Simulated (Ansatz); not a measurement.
Geometry optimisation, UKS PBE/def2-SVP (Ansatz).

The input (input.yaml):

```yaml
crystal:
  periodic: [false, false, false]
  atoms:
    - { symbol: Ga, position_ang: [0.0, 0.0, 0.0] }
    - { symbol: Cl, position_ang: [0.0, 0.0, 2.49] }
    - { symbol: H, position_ang: [1.3596, 0.0, -0.785] }
    - { symbol: H, position_ang: [-1.3596, 0.0, -0.785] }
    - { symbol: H, position_ang: [0.0, 0.0, 4.16] }
magnetization:
  spin_polarized: true
  initial_magnetization: 1
basis:
  gaussian: { orbitals: def2-SVP }
hamiltonian:
  xc: pbe
relax:
  f_tol: 0.15
  max_steps: 25
  restrain:
    - { distance: [1, 4], at: 1.37, k: 30.0 }
    - { distance: [0, 1], at: 3.44, k: 30.0 }
```

Run as:

```bash
$ ansatz run input.yaml --threads 1 --pin off --max-ram 2048MiB --backend cpu --events-out ev --progress --plain --runs-dir out
```

Q: Where does it end, and by what steps?

A: It converged. The restraints hold the end off the free minimum. After 4 steps the energy has fallen by 0.298 eV (the restraints' own energy left out); Cl2 moved furthest, 0.64 Å. Parted: Ga1–Cl2 (2.49 → 3.44 Å).

| step | energy less start (eV) | largest force component (eV/Å) | accepted |
| --- | --- | --- | --- |
| 0 | 0.0000 | 0.669 | yes |
| 1 | 0.0122 | 1.388 | yes |
| 2 | 0.0121 | 1.669 | yes |
| 3 | -0.1618 | 1.189 | yes |
| 4 | -0.2983 | 0.923 | yes |

```xyz
5
Properties=species:S:1:pos:R:3
Ga 0.000 0.000 -0.314
Cl 0.000 0.000 3.126
H 1.412 0.000 -1.100
H -1.412 0.000 -1.100
H 0.000 0.000 4.468
```

Run time: 14 s on 1 thread of Arm Neoverse V2, with other jobs on the host, peak memory 0.13 GiB.
